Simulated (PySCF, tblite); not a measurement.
Isomers of C2H4N2SSi, one GFN2-xTB conformer each. Single-point energies are computed at PBE0/pcSseg-1 (PySCF, gas phase, no added dispersion term), electronic only.

```csv
SMILES,GFN2-xTB relative energy (kJ/mol)
[SiH3]c1nncs1,0.0
[SiH3]c1cnns1,17.8
[SiH3]c1csnn1,22.3
```

Problem. What does PBE0/pcSseg-1 give for the same structures?

Solution. 
| SMILES | PBE0/pcSseg-1 E (Eh) | PBE0/pcSseg-1 (kJ/mol) | GFN2-xTB (kJ/mol) | point group |
| --- | --- | --- | --- | --- |
| [SiH3]c1nncs1 | -875.23500 | 0.0 | 0.0 | Cs |
| [SiH3]c1cnns1 | -875.22816 | 18.0 | 17.8 | Cs |
| [SiH3]c1csnn1 | -875.22452 | 27.5 | 22.3 | Cs |

Both levels put the same isomer lowest; measured from each level's own lowest isomer, the values differ by up to 5.2 kJ/mol ([SiH3]c1csnn1: 22.3 against 27.5). Neighbours under 10 kJ/mol apart ([SiH3]c1cnns1 and [SiH3]c1csnn1) can change places with a better method, another conformer or zero-point energy.

Problem. Which frontier levels, dipoles and rotational constants go with these structures?

Solution. 
| SMILES | HOMO (eV, PBE0/pcSseg-1) | LUMO (eV) | dipole (D) | A, B, C (MHz) |
| --- | --- | --- | --- | --- |
| [SiH3]c1nncs1 | -7.70 | -1.54 | 2.93 | 5274, 1825, 1377 |
| [SiH3]c1cnns1 | -7.61 | -1.87 | 3.66 | 5550, 1779, 1368 |
| [SiH3]c1csnn1 | -7.57 | -1.66 | 3.37 | 7562, 1474, 1252 |

Problem. What happens when harmonic zero-point energies from GFN2-xTB frequencies are added?

Solution. 
```tsv
SMILES	ZPE (kJ/mol)	electronic (kJ/mol)	with ZPE (kJ/mol)
[SiH3]c1nncs1	146.6	0.0	0.0
[SiH3]c1cnns1	146.9	18.0	18.3
[SiH3]c1csnn1	145.8	27.5	26.7
```

The zero-point energies span 1.1 kJ/mol. The order is unchanged.
